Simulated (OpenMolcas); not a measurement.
Re6+ (d1) among equal point charges was computed by CASSCF with the d shell active (OpenMolcas, ANO-RCC-VDZP on the metal). Its lowest spin-free states, and all those of the highest spin:

```csv
2S+1,Degeneracy,E (cm-1)
2,2,0.0
2,2,3124
2,1,8188
```

Problem. Is the site octahedral, tetrahedral or cube-like, axial, or of lower symmetry?

Solution. The states with 2S+1 = 2 have orbital degeneracies 2, 2, 1. There are pairs but no triples, so the site is axial: not cubic, but with a proper or improper axis of order three or more. The run had Re6+ among 5 point charges of -2 e arranged as a trigonal bipyramid (D3h), 1.92 Å from the ion, with the axial distance 2.093 Å.

An orbital doublet at a regular site is open to a Jahn-Teller distortion, which this geometry leaves out. This is an electrostatic model: the charges have no orbitals. No measured value stands beside these numbers.
